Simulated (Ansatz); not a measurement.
Ansatz (a quantum-chemistry and plane-wave program) input file for fluoromethylidenecyclobutane (C5H7F), SMILES FC=C1CCC1, B3LYP-D3(BJ)/def2-SVP. 

Ansatz 0.2 input:
```yaml
crystal:
  periodic: [false, false, false]
  atoms:
    - {symbol: F, position_ang: [-0.35589056, 2.34822498, 0.00000000]}
    - {symbol: C, position_ang: [0.56658625, 1.35989980, 0.00000000]}
    - {symbol: C, position_ang: [0.22553033, 0.08891946, -0.00000000]}
    - {symbol: C, position_ang: [-1.08395639, -0.64862600, 0.00000000]}
    - {symbol: C, position_ang: [-0.29669936, -1.97246633, -0.00000000]}
    - {symbol: C, position_ang: [1.02648544, -1.18186087, 0.00000000]}
    - {symbol: H, position_ang: [1.57507243, 1.74629213, -0.00000001]}
    - {symbol: H, position_ang: [-1.69627073, -0.47148010, -0.88342333]}
    - {symbol: H, position_ang: [-1.69627072, -0.47148010, 0.88342333]}
    - {symbol: H, position_ang: [-0.45079305, -2.58484043, 0.88478559]}
    - {symbol: H, position_ang: [-0.45079305, -2.58484044, -0.88478558]}
    - {symbol: H, position_ang: [1.64719624, -1.32143610, -0.88436653]}
    - {symbol: H, position_ang: [1.64719624, -1.32143609, 0.88436654]}
basis:
  gaussian:
    orbitals: def2-SVP
hamiltonian:
  xc: b3lyp
  dispersion: d3bj
relax: {f_tol: 0.002, max_steps: 200}
```

Log of the run:

```
WARN ansatz: RAYON_NUM_THREADS=1 ignored (pool sized by the plan → 1); use --threads N
Functional definition: B3LYP
integrals: 0.09 GiB planned
1362 factors; integrals over basis functions are off by at most 2.5e-4 eV
mean field: 0.53 GiB planned
mean field evaluation 1: about -8000.7161 eV, gradient 5.5e1 eV
mean field evaluation 2: about -7994.2240 eV, gradient 7.5e1 eV
mean field evaluation 4: about -8008.4801 eV, gradient 4.3e0 eV
mean field evaluation 8: about -8008.5569 eV, gradient 9.2e-2 eV
mean field evaluation 16: about -8008.5569 eV, gradient 6.6e-5 eV
mean field -8008.55690872 eV, -294.3090380007 hartree, gradient 6.6e-5 eV, S^2 0.000000; 0 other end points of the search recorded, 0 dependent functions left out
the calculation of the forces begins
reference -8008.55712911 eV, -294.3090460998 hartree; 23, 23 occupied and 96, 96 virtual orbitals, 1362 factors
relax step   1: F+E_penalty+E_count = -8009.00584717 eV  Δ(F+E_penalty+E_count) = +0.000e0 eV  max|allowed force component| = 7.115e-1 eV/Å  Δτ_max = 0.0000 Å  (27 SCF iters, accepted)
these checks for a lower state are left out or cut short: starts, cluster_reference, orbital_swaps, neighbouring_geometries, increment
integrals: 0.09 GiB planned
1362 factors; integrals over basis functions are off by at most 2.6e-4 eV
mean field: 0.53 GiB planned
mean field -8008.60100799 eV, -294.3106586190 hartree, gradient 1.2e-5 eV, S^2 0.000000; 0 other end points of the search recorded, 0 dependent functions left out
the calculation of the forces begins
reference -8008.60122961 eV, -294.3106667632 hartree; 23, 23 occupied and 96, 96 virtual orbitals, 1362 factors
relax step   2: F+E_penalty+E_count = -8009.04745929 eV  Δ(F+E_penalty+E_count) = -4.161e-2 eV  max|allowed force component| = 2.630e-1 eV/Å  Δτ_max = 0.0232 Å  (31 SCF iters, accepted)
these checks for a lower state are left out or cut short: starts, cluster_reference, orbital_swaps, neighbouring_geometries, increment
integrals: 0.09 GiB planned
1362 factors; integrals over basis functions are off by at most 2.7e-4 eV
mean field: 0.53 GiB planned
mean field evaluation 32: about -8008.6071 eV, gradient 1.2e-5 eV
mean field -8008.60705350 eV, -294.3108807872 hartree, gradient 1.2e-5 eV, S^2 0.000000; 0 other end points of the search recorded, 0 dependent functions left out
the calculation of the forces begins
reference -8008.60727562 eV, -294.3108889501 hartree; 23, 23 occupied and 96, 96 virtual orbitals, 1362 factors
relax step   3: F+E_penalty+E_count = -8009.05252728 eV  Δ(F+E_penalty+E_count) = -5.068e-3 eV  max|allowed force component| = 7.999e-2 eV/Å  Δτ_max = 0.0110 Å  (31 SCF iters, accepted)
these checks for a lower state are left out or cut short: starts, cluster_reference, orbital_swaps, neighbouring_geometries, increment
integrals: 0.09 GiB planned
1362 factors; integrals over basis functions are off by at most 2.7e-4 eV
mean field: 0.53 GiB planned
mean field -8008.60719266 eV, -294.3108859013 hartree, gradient 1.3e-5 eV, S^2 0.000000; 0 other end points of the search recorded, 0 dependent functions left out
the calculation of the forces begins
reference -8008.60741476 eV, -294.3108940633 hartree; 23, 23 occupied and 96, 96 virtual orbitals, 1362 factors
relax step   4: F+E_penalty+E_count = -8009.05268612 eV  Δ(F+E_penalty+E_count) = -1.588e-4 eV  max|allowed force component| = 2.729e-2 eV/Å  Δτ_max = 0.0033 Å  (23 SCF iters, accepted)
these checks for a lower state are left out or cut short: starts, cluster_reference, orbital_swaps, neighbouring_geometries, increment
integrals: 0.09 GiB planned
1362 factors; integrals over basis functions are off by at most 2.7e-4 eV
mean field: 0.53 GiB planned
mean field -8008.60714333 eV, -294.3108840886 hartree, gradient 1.1e-5 eV, S^2 0.000000; 0 other end points of the search recorded, 0 dependent functions left out
the calculation of the forces begins
reference -8008.60736540 eV, -294.3108922492 hartree; 23, 23 occupied and 96, 96 virtual orbitals, 1362 factors
relax step   5: F+E_penalty+E_count = -8009.05273592 eV  Δ(F+E_penalty+E_count) = -4.980e-5 eV  max|allowed force component| = 9.213e-3 eV/Å  Δτ_max = 0.0062 Å  (25 SCF iters, accepted)
these checks for a lower state are left out or cut short: starts, cluster_reference, orbital_swaps, neighbouring_geometries, increment
integrals: 0.09 GiB planned
1362 factors; integrals over basis functions are off by at most 2.7e-4 eV
mean field: 0.53 GiB planned
mean field -8008.60716616 eV, -294.3108849274 hartree, gradient 3.8e-5 eV, S^2 0.000000; 0 other end points of the search recorded, 0 dependent functions left out
the calculation of the forces begins
reference -8008.60738822 eV, -294.3108930882 hartree; 23, 23 occupied and 96, 96 virtual orbitals, 1362 factors
relax step   6: F+E_penalty+E_count = -8009.05274251 eV  Δ(F+E_penalty+E_count) = -6.589e-6 eV  max|allowed force component| = 5.467e-3 eV/Å  Δτ_max = 0.0008 Å  (20 SCF iters, accepted)
these checks for a lower state are left out or cut short: starts, cluster_reference, orbital_swaps, neighbouring_geometries, increment
integrals: 0.09 GiB planned
1362 factors; integrals over basis functions are off by at most 2.7e-4 eV
mean field: 0.53 GiB planned
mean field -8008.60716786 eV, -294.3108849899 hartree, gradient 1.9e-5 eV, S^2 0.000000; 0 other end points of the search recorded, 0 dependent functions left out
the calculation of the forces begins
reference -8008.60738992 eV, -294.3108931505 hartree; 23, 23 occupied and 96, 96 virtual orbitals, 1362 factors
relax step   7: F+E_penalty+E_count = -8009.05274390 eV  Δ(F+E_penalty+E_count) = -1.390e-6 eV  max|allowed force component| = 4.121e-4 eV/Å  Δτ_max = 0.0002 Å  (20 SCF iters, accepted)
integrals: 0.09 GiB planned
1362 factors; integrals over basis functions are off by at most 2.7e-4 eV
mean field: 0.53 GiB planned
mean field evaluation 64: about -8008.5710 eV, gradient 3.6e-1 eV
mean field -8008.60716786 eV, -294.3108849899 hartree, gradient 1.9e-5 eV, S^2 0.000000; 1 other end points of the search recorded, 0 dependent functions left out
the calculation of the forces begins
reference -8008.60738992 eV, -294.3108931505 hartree; 23, 23 occupied and 96, 96 virtual orbitals, 1362 factors
Total energy: -8009.05296596 eV, -294.3272677679 hartree
Atom 0 at    -0.376082     2.348875    -0.000000 Å, force    -0.000063     0.000042    -0.000000 eV/Å
Atom 1 at     0.561636     1.383428    -0.000000 Å, force    -0.000343     0.000012     0.000000 eV/Å
Atom 2 at     0.236812     0.096519     0.000000 Å, force     0.000004     0.000167    -0.000000 eV/Å
Atom 3 at    -1.090218    -0.637222     0.000000 Å, force     0.000113    -0.000062     0.000000 eV/Å
Atom 4 at    -0.300519    -1.982189     0.000000 Å, force    -0.000412    -0.000152    -0.000000 eV/Å
Atom 5 at     1.045007    -1.190595    -0.000000 Å, force     0.000045    -0.000218     0.000000 eV/Å
Atom 6 at     1.581465     1.779769    -0.000000 Å, force     0.000172    -0.000229     0.000000 eV/Å
Atom 7 at    -1.714471    -0.457392    -0.890504 Å, force    -0.000018     0.000263    -0.000031 eV/Å
Atom 8 at    -1.714471    -0.457392     0.890504 Å, force    -0.000018     0.000263     0.000031 eV/Å
Atom 9 at    -0.460596    -2.604925     0.891622 Å, force     0.000299    -0.000101    -0.000017 eV/Å
Atom 10 at    -0.460596    -2.604925    -0.891622 Å, force     0.000299    -0.000101     0.000017 eV/Å
Atom 11 at     1.674713    -1.344540    -0.891578 Å, force    -0.000039     0.000057    -0.000035 eV/Å
Atom 12 at     1.674713    -1.344540     0.891578 Å, force    -0.000039     0.000057     0.000035 eV/Å
Dipole moment:     0.163930    -0.292560    -0.000000 e Å
```

Self-consistency was reached.
